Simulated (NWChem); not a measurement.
Species: ScHOCl2; SMILES [OH][Sc]([Cl])[Cl]

```xyz
5

Sc     0.3256    -0.0009     0.0000
Cl    -0.7879    -2.0039     0.0000
Cl    -0.7802     2.0063     0.0000
O      2.1366    -0.0047     0.0000
H      3.0957    -0.0082     0.0000
```
Atoms are numbered in this order, from 1.

Structure relaxed at the PBE0/def2-SVP level.

### Question
Give the principal values of the shielding tensors (ppm) of Sc1, Cl2, O4 from PBE/pcSseg-1, GIAO (NWChem), with their diamagnetic and paramagnetic parts as GIAO splits them.

### Answer
| atom | σ11 | σ22 | σ33 | isotropic | diamagnetic | paramagnetic |
|---|---|---|---|---|---|---|
| Sc1 | -96.8 | 439.5 | 660.8 | 334.5 | 1512.4 | -1177.9 |
| Cl2 | -158.3 | 288.9 | 1003.6 | 378.0 | 1149.1 | -771.1 |
| O4 | -144.3 | -13.5 | 299.3 | 47.1 | 393.1 | -346.0 |
